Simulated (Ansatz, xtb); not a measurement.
**Relative energy of two structures of C2F2Ge**

We compare X, a singlet given by its coordinates, with Y, `FC(F)=[C]=[Ge]`, a singlet. Both are isolated molecules in the gas phase, relaxed with B3LYP-D3(BJ)/def2-SVP.

X (Å):

```xyz
5

C     1.6432    0.4282   -3.3635
C     0.6280   -0.3612   -2.9753
F     2.0777    0.9420   -4.5015
F    -0.3874   -0.9747   -3.5588
Ge    1.7198    0.1338   -1.4377
```

Close contacts (Å): C1–C2 1.34, C1–F3 1.32, C1–Ge5 1.95, C2–F4 1.32, C2–Ge5 1.95.

Y (Å):

```yaml
atoms:
  - { symbol: C, position_ang: [-2.0831, -0.7096, 0.3629] }
  - { symbol: C, position_ang: [-3.2465, -0.4220, -0.2008] }
  - { symbol: F, position_ang: [-0.9914, 0.0289, 0.3110] }
  - { symbol: F, position_ang: [-1.8105, -1.7854, 1.0759] }
  - { symbol: Ge, position_ang: [-4.7941, -0.0395, -0.9509] }
```

Energies in hartree; the thermal terms are from B3LYP-D3(BJ)/def2-SVP harmonic frequencies (ideal gas, rigid rotor, one conformer each, 298.15 K, 1 atm) and include the zero-point energy:

```
                               X            Y
E, CCSD(T)/def2-SVP  −2350.245997  −2350.249918
    E, MP2/def2-SVP  −2350.210917  −2350.212718
  E, MP2/def2-TZVPP  −2351.013409  −2351.011939
  zero-point energy      0.015141      0.015228
       H(298 K) − E      0.020898      0.021217
       G(298 K) − E     −0.013886     −0.014565
```

Q: Correct the CCSD(T) difference for the basis set by the MP2 change, then work out ΔE, ΔE₀, ΔH and ΔG for X → Y in kJ/mol (1 Eh = 2625.50 kJ/mol) and the equilibrium ratio [Y]/[X].

A: 1. Differences Y − X: CCSD(T) −0.003921, MP2 in the small set −0.001801, MP2 in the large set +0.001470 Eh.
2. ΔE = −0.003921 + (+0.001470 − (−0.001801)) = −0.000650 Eh = −1.71 kJ/mol.
3. ΔE₀ = ΔE + ΔZPE = −0.000650 + (+0.000087) Eh = −1.48 kJ/mol.
4. ΔH = ΔE + (+0.000319) Eh = −0.87 kJ/mol.
5. ΔG = ΔE + (−0.000679) Eh = −3.49 kJ/mol, so ΔS = (ΔH − ΔG)/T = +8.8 J/(mol K).
6. kT = 0.9442 mEh, so K = [Y]/[X] = exp(−ΔG/kT) = exp(+1.41) ≈ 4.1.

The two are too close for this level to say which is favoured. An error of 4 kJ/mol in ΔG would change K by a factor of 5. Mirror images and further conformers aren't counted.

Other levels gave ΔE = +3.0 (GFN2-xTB); +122.2 (HF/STO-3G, GFN2-xTB geometries); −2.6 (r2SCAN-D4/def2-SVP, GFN2-xTB geometries); −4.5 (B3LYP-D3(BJ)/def2-SVP); −2.6 (HF/def2-SVP); −4.7 (MP2/def2-SVP); −10.3 (CCSD(T)/def2-SVP) kJ/mol. The correlated steps freeze 13 core orbitals; the filled d shell of Ge is correlated, in a basis made for valence electrons. Programs: Ansatz 0.2.0, xtb 6.7.1.
